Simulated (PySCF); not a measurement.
**Assigning NMR signals**

Mapped SMILES: `[CH3:1]/[CH:2]=[C:3]1\[SiH2:4][C@@H:5]([CH:6]2[CH2:7][CH2:8]2)[C@@H:9]1[F:10]`; H(Xn) means a hydrogen on atom n. Ha(C7), Ha(C8) are cis to C5 on the ring; Ha(Si4) is cis to C6 on the ring; Hb(C7), Hb(C8) are trans to C5 on the ring; Hb(Si4) is trans to C6 on the ring.

- σ from GIAO-PBE0/pcSseg-1
- GFN2-xTB geometry
- program: PySCF 2.14.0 with density-fitted response routines
- one conformer, non-relativistic, one averaged value for each set of equivalent atoms, no solvent model

Referencing at the same level of theory: 13C, 1H vs TMS.

Question: Assign these signals to the numbered atoms. 13C{1H} NMR (computed): δ 151.0 (CH), 143.3 (C), 100.9 (CH), 43.3 (CH), 24.4 (CH3), 13.5 (CH), 8.4 (CH2), 3.6 (CH2).

Answer: 
| δ (ppm) | atoms | environment | reason |
| --- | --- | --- | --- |
| 151.0 | C2 | alkene CH | as expected for a trigonal carbon in a double bond |
| 143.3 | C3 | fully substituted alkene carbon | as expected for a trigonal carbon in a double bond |
| 100.9 | C9 | allylic sp3 CH bonded to F | the inductive effect lowers its shielding |
| 43.3 | C5 | sp3 CH bonded to Si | – |
| 24.4 | C1 | allylic methyl carbon | saturated and bonded to C and H only |
| 13.5 | C6 | three-membered-ring carbon | carbons of three-membered rings are unusually shielded |
| 8.4 | C7 | three-membered-ring carbon | – |
| 3.6 | C8 | three-membered-ring carbon | – |

Question: Assign these signals to the numbered atoms. 1H NMR (400 MHz, computed): δ 6.91 (m, 1H), 5.40 (m, 1H), 4.62 (m, 1H), 4.30 (m, 1H), 2.81 (m, 1H), 1.89 (d, 3H), 1.38 (m, 1H), 0.66 (m, 1H), 0.44 (m, 1H), 0.12 (m, 1H), -0.23 (m, 1H).

Answer: 
```tsv
δ (ppm)	atoms	environment	reason
6.91	H(C2)	hydrogen on an alkene CH	olefinic region
5.40	H(C9)	hydrogen on an allylic sp3 CH bonded to F	its carbon carries F, which withdraws density
4.62	Hb(Si4)	hydrogen on a silicon bonded to 2 C, in a 4-membered ring	–
4.30	Ha(Si4)	hydrogen on a silicon bonded to 2 C, in a 4-membered ring	–
2.81	H(C5)	hydrogen on an sp3 CH bonded to Si	–
1.89	H(C1)	hydrogen on an allylic methyl carbon	allylic position
1.38	H(C6)	hydrogen on a three-membered-ring carbon	cyclopropane-type protons are shielded by the ring
0.66	Hb(C7)	hydrogen on a three-membered-ring carbon	–
0.44	Hb(C8)	hydrogen on a three-membered-ring carbon	–
0.12	Ha(C8)	hydrogen on a three-membered-ring carbon	–
-0.23	Ha(C7)	hydrogen on a three-membered-ring carbon	–
```

Splittings by 19F in the carbon and heteronuclear signals aren't shown, as no couplings were computed. Shifts are as computed. Against solution values, carbons near 30 ppm lie about +3 ppm off and those near 130 ppm about +5 ppm. Of 1309 compounds with measured shifts, 239 miss one by over three times the rms of a fit or turn the order of signals round; such compounds aren't used in these exercises. Multiplicities follow the n + 1 count of equivalent neighbours, as no J values were calculated; m marks all less simple cases, F and P coupling included.
